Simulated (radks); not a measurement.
Results of a calculation; reference values are marked as such.
Cd2+, 46 electrons, occupied as [Kr] 4d10 (the NIST ground configuration). Code: a radial shooting solver on a logarithmic mesh with Libxc functionals. Model: scalar-relativistic Kohn-Sham, exchange-only LDA, spin-unpolarised, spherical densities, finite nucleus; Fermi nuclear charge, rms radius 4.6087 fm.

Local quantities along the radius. ELF = 1/(1 + alpha^2) is the electron localisation function; alpha = (tau - tau_W)/tau_unif compares the Pauli kinetic energy density with that of the uniform gas. tau is taken from the large components.

r (bohr)    ELF    alpha
0.002889  0.999  0.02567
0.003337  0.999  0.02703
0.003854  0.999  0.02879
0.004486  0.999  0.03120
0.005181  0.999  0.03418
0.005984  0.999  0.03807
0.00691   0.998  0.04317
0.007981  0.998  0.04998
0.009217  0.997  0.05923
0.01073   0.995  0.07291
0.01239   0.992  0.09150
0.01431   0.986   0.1186
0.01653   0.975   0.1593
0.01909   0.953   0.2218
0.02204   0.907   0.3195
0.02546   0.818   0.4720
0.02964   0.661   0.7158
0.03423   0.488    1.024
0.03953   0.361    1.331
0.04565   0.314    1.477
0.05272   0.351    1.359
0.06089   0.462    1.079
0.07088   0.612   0.7968
0.08186   0.717   0.6287
0.09454   0.759   0.5641
0.1092    0.732   0.6056
0.1261    0.620   0.7834
0.1456    0.443    1.122
0.1695    0.317    1.467
0.1958    0.339    1.396
0.2261    0.489    1.023
0.2611    0.661   0.7157
0.3016    0.756   0.5689
0.3483    0.763   0.5571
0.4055    0.653   0.7287
0.4683    0.392    1.244
0.5408    0.196    2.024
0.6245    0.235    1.803
0.7213    0.500    1.001
0.833     0.714   0.6330
0.962     0.766   0.5523
1.12      0.731   0.6065
1.293     0.638   0.7527
1.494     0.499    1.002
1.725     0.342    1.388
1.992     0.204    1.973
2.301     0.106    2.901
2.679     0.044    4.638
3.093     0.016    7.912
3.573     0.004    15.15
4.126     0.001    33.40
4.765     0.000    86.74
5.503     0.000    272.1

On this mesh the ELF has minima near r = 0.046, 0.17, 0.54 bohr, which separate the shells, and maxima near 0.095 (0.76), 0.35 (0.76), 0.96 (0.77).

Self-consistent cycle (total energy in hartree, residual of the potential): 1: -5577.926862, 8e+00; 2: -5582.703990, 4e+00; 3: -5583.956228, 4e-01; 4: -5583.958004, 5e-01; 5: -5584.003951, 3e-02; 6: -5584.004382, 7e-03; 7: -5584.004382, 1e-03; 8: -5584.004380, 4e-04; 9: -5584.004380, 2e-05; 10: -5584.004380, 1e-05; 11: -5584.004380, 5e-06; 12: -5584.004380, 1e-07; 13: -5584.004380, 3e-09.
